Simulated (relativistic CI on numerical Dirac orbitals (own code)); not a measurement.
# Radial parameters of Tl25+

Calculated at this level of theory: Dirac-Coulomb-Breit CI, KLI orbitals optimised for each configuration, model QED (radiative potential, 1s self-energy scaled to tabulated hydrogen-like ionisation energies), unscaled Slater integrals (own radial code, finite nucleus).

Slater integrals F^k, G^k are unscaled and averaged over j, outside the closed core [Ar] 3d10; ζ comes from projecting the Hamiltonian with its Breit term on Σ l·s of the shell.

- 4s2.4p6.4d10.4f10: F^2(4f,4f) = 248730, F^4(4f,4f) = 161010, F^6(4f,4f) = 117380, ζ(4f) = 11867 cm⁻¹; <r>(4f) = 0.4149, <r^2>(4f) = 0.1994 (bohr units).
- 4s2.4p6.4d10.4f9.5s: F^2(4f,4f) = 251400, F^4(4f,4f) = 162860, F^6(4f,4f) = 118760, ζ(4f) = 12150, G^3(4f,5s) = 37445 cm⁻¹; <r>(4f) = 0.4112, <r^2>(4f) = 0.1958, <r>(5s) = 0.7394, <r^2>(5s) = 0.6088 (bohr units).
- 4s2.4p6.4d10.4f8.5s2: F^2(4f,4f) = 254260, F^4(4f,4f) = 164840, F^6(4f,4f) = 120240, ζ(4f) = 12435 cm⁻¹; <r>(4f) = 0.4073, <r^2>(4f) = 0.1919 (bohr units).

Averages of the first 10 configurations, taken without configuration mixing, which lowers the lowest level and can move excited configurations by several eV; other configurations of the list can lie among them:

```csv
Configuration,Parity,States,Average energy above the lowest level (eV)
4s2.4p6.4d10.4f10,even,1001,19.4
4s2.4p6.4d10.4f9.5s,odd,4004,109.7
4s2.4p6.4d10.4f8.5s2,even,3003,210.2
4s2.4p6.4d9.4f11,odd,3640,295.1
4s2.4p6.4d8.4f12,even,4095,573.1
4s2.4p5.4d10.4f11,even,2184,555.2
4s2.4p6.4d10.4f9.6s,odd,4004,400.7
4s.4p6.4d10.4f11,odd,728,760.3
4s2.4p4.4d10.4f12,even,1365,1091.4
4p6.4d10.4f12,even,91,1504.0
```
